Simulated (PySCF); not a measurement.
Ta(S)(F)(OH)2 (FH2O2STa), SMILES [OH][Ta]([OH])([F])=[S], multiplicity 1. Geometry: B3LYP-D3(BJ)/def2-SVP. The spin state was assumed, not searched. The structure was generated by enumeration; whether it is a known compound was not checked. The def2 effective core potentials stand for the cores of Ta; spin–orbit coupling is left out. Other conformers were not sampled.

Level of theory: B3LYP-D3(BJ)/def2-SVP (PySCF).

Harmonic wavenumbers (cm⁻¹): 162, 165, 183, 188, 202, 348, 354, 467, 482, 537, 682, 734, 737, 3883, 3887. Rotational constants (GHz): 2.843, 1.998, 1.965; symmetry number 1.

Work out the zero-point energy and the ideal-gas rigid-rotor harmonic-oscillator thermochemistry at 298.15 K and 1 atm.

ZPE = ½ Σ hcν = ½ × 13012 cm⁻¹ = 77.83 kJ/mol. H − E(el) = 100.05 kJ/mol. Entropy in J/(mol K): translation 178.38, rotation 116.13, vibration 70.64, total 365.15. G − E(el) = -8.82 kJ/mol. Cp = 111.28 J/(mol K).
